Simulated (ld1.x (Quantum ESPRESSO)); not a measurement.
## u(r) = r·R(r): atom against pseudo-atom (Ca)

Columns: radius, all-electron u(r) and pseudo u(r) of the 3d shell (level -11.98 eV) of calcium in the configuration [Ne] 3s2 3p6 3d0 4s0.5 4p0; PBEsol, scalar-relativistic, PAW scheme, ld1.x (Quantum ESPRESSO) 7.5.

```
r (bohr)  all-electron  pseudo
   0.148        0.0475  0.0009
   0.295        0.1869  0.0070
   0.443        0.3466  0.0227
   0.590        0.4827  0.0507
   0.738        0.5861  0.0926
   0.885        0.6544  0.1466
   1.033        0.6930  0.2105
   1.180        0.7082  0.2791
   1.328        0.7062  0.3478
   1.475        0.6922  0.4103
   1.623        0.6696  0.4626
   1.770        0.6417  0.5003
   1.918        0.6101  0.5223
   2.065        0.5769  0.5282
   2.213        0.5428  0.5199
   2.360        0.5090  0.5005
   2.508        0.4757  0.4737
   2.655        0.4436  0.4435
   2.802        0.4127  0.4128
   2.950        0.3830  0.3830
   3.098        0.3548  0.3548
   3.245        0.3282  0.3282
   3.393        0.3030  0.3030
   3.540        0.2793  0.2793
   3.688        0.2570  0.2570
   3.835        0.2361  0.2361
```

How many radial nodes do the two functions have?

The all-electron 3d function has n − l − 1 = 0; the pseudo-wave has 0.

At about which radius was the pseudo-wave matched?

2.95 bohr. The columns agree to 0.0005 from 2.65 bohr on; several derivatives are matched, so the curves merge somewhat inside the radius.

Is the pseudo-wave norm-conserving?

No, it belongs to a PAW set: the norm inside the radius is not constrained, and the difference is carried by the augmentation charge.
